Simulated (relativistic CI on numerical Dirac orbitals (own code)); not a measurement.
**Radial parameters of Sb8+**

Computed by Dirac-Coulomb-Breit CI, KLI orbitals optimised for each configuration, model QED (radiative potential, 1s self-energy scaled to tabulated hydrogen-like ionisation energies), unscaled Slater integrals (own radial code, finite nucleus).

Slater integrals F^k, G^k are unscaled and averaged over j, outside the closed core [Ar] 3d10; ζ comes from projecting the Hamiltonian with its Breit term on Σ l·s of the shell.

- 4s2.4p6.4d7: F^2(4d,4d) = 109190, F^4(4d,4d) = 73069, ζ(4d) = 4533.7 cm⁻¹; <r>(4d) = 0.9296, <r^2>(4d) = 0.9951 (bohr units).
- 4s2.4p5.4d8: ζ(4p) = 48793, F^2(4d,4d) = 109390, F^4(4d,4d) = 73205, F^2(4p,4d) = 115710, G^1(4p,4d) = 147040, G^3(4p,4d) = 91772, ζ(4d) = 4551.9 cm⁻¹; <r>(4p) = 0.8237, <r^2>(4p) = 0.7696, <r>(4d) = 0.9276, <r^2>(4d) = 0.991 (bohr units).
- 4s2.4p6.4d6.4f: F^2(4d,4d) = 109730, F^4(4d,4d) = 73451, ζ(4d) = 4622.2, F^2(4d,4f) = 89227, F^4(4d,4f) = 57110, G^1(4d,4f) = 107020, G^3(4d,4f) = 66517, G^5(4d,4f) = 46869, ζ(4f) = 82.745 cm⁻¹; <r>(4d) = 0.9248, <r^2>(4d) = 0.9852, <r>(4f) = 1.22, <r^2>(4f) = 1.768 (bohr units).

(1) Give the Racah parameters of the d shell in 4s2.4p6.4d7.

Averages of the first 10 configurations, taken without configuration mixing, which lowers the lowest level and can move excited configurations by several eV; other configurations of the list can lie among them:

```json
{"Configuration": "4s2.4p6.4d7", "Parity": "even", "States": "120", "Average energy above the lowest level (eV)": "4.7"}
{"Configuration": "4s2.4p5.4d8", "Parity": "odd", "States": "270", "Average energy above the lowest level (eV)": "84.2"}
{"Configuration": "4s2.4p6.4d6.4f", "Parity": "odd", "States": "2940", "Average energy above the lowest level (eV)": "80.0"}
{"Configuration": "4s2.4p6.4d6.5s", "Parity": "even", "States": "420", "Average energy above the lowest level (eV)": "54.7"}
{"Configuration": "4s2.4p6.4d6.5p", "Parity": "odd", "States": "1260", "Average energy above the lowest level (eV)": "69.8"}
{"Configuration": "4s2.4p4.4d9", "Parity": "even", "States": "150", "Average energy above the lowest level (eV)": "165.4"}
{"Configuration": "4s2.4p6.4d5.5s2", "Parity": "even", "States": "252", "Average energy above the lowest level (eV)": "109.2"}
{"Configuration": "4s.4p6.4d8", "Parity": "even", "States": "90", "Average energy above the lowest level (eV)": "137.8"}
{"Configuration": "4s2.4p6.4d5.5s.5p", "Parity": "odd", "States": "3024", "Average energy above the lowest level (eV)": "123.1"}
{"Configuration": "4s2.4p6.4d6.5d", "Parity": "even", "States": "2100", "Average energy above the lowest level (eV)": "92.1"}
```

## Answers

(1) B = F²/49 − 5F⁴/441 = 1400 cm⁻¹ and C = 35F⁴/441 = 5799 cm⁻¹.
